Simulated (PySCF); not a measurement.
H2Te, SMILES [TeH2]. Atoms are numbered in the order given.

```xyz
3

Te     0.0000     0.0000     0.0439
H      0.0000    -1.1788    -1.1407
H      0.0000     1.1788    -1.1407
```

The structure is a stationary point at PBE-D3(BJ)/def2-TZVPD. The def2 effective core potentials stand for the cores of Te; spin–orbit coupling is left out.

Computed with TDA-PBE/def2-TZVPD run with PySCF 2.14.0.

Vertical excitations.  State labels are in the subgroup C2v.

```csv
state,symmetry,energy (eV),λ (nm),f,main pairs
S1,A2,4.06,305,0.000,HOMO→LUMO 100 %
S2,B1,4.62,268,0.041,HOMO→LUMO+1 99 %
S3,A2,5.91,210,0.000,HOMO→LUMO+2 100 %
S4,B1,5.96,208,0.000,HOMO→LUMO+3 98 %
S5,A1,6.24,199,0.001,HOMO→LUMO+4 99 %
S6,B1,6.69,185,0.132,"HOMO→LUMO+6 50 %, HOMO→LUMO+5 48 %"
S7,B1,6.96,178,0.339,"HOMO→LUMO+6 49 %, HOMO→LUMO+5 46 %"
S8,B2,7.02,177,0.025,"HOMO→LUMO+7 65 %, HOMO−1→LUMO 34 %"
S9,A1,7.26,171,0.041,"HOMO→LUMO+8 80 %, HOMO−1→LUMO+1 19 %"
S10,A1,7.58,164,0.221,"HOMO−1→LUMO+1 68 %, HOMO−2→LUMO 17 %, HOMO→LUMO+8 13 %"
T1,A2,3.56,348,0,HOMO→LUMO 100 %
T2,B1,4.19,296,0,HOMO→LUMO+1 99 %
T3,B1,5.81,213,0,"HOMO→LUMO+5 75 %, HOMO→LUMO+3 24 %"
T4,A2,5.88,211,0,HOMO→LUMO+2 100 %
```
Triplets are in the Tamm–Dancoff approximation.
